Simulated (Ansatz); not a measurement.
Harmonic frequencies (cm⁻¹) at PBE0-D4/def2-TZVP from Ansatz: 248, 413, 444, 512, 670, 716, 1019, 1075, 1163, 1355, 1996, 3094.

Q: Which molecule is it?
A. `[F][Al]1[CH2][O]1`
B. `F[CH]1[O][AlH]1`
C. `O=[CH][AlH][F]`
D. `B[SiH2]Br`

A: B.
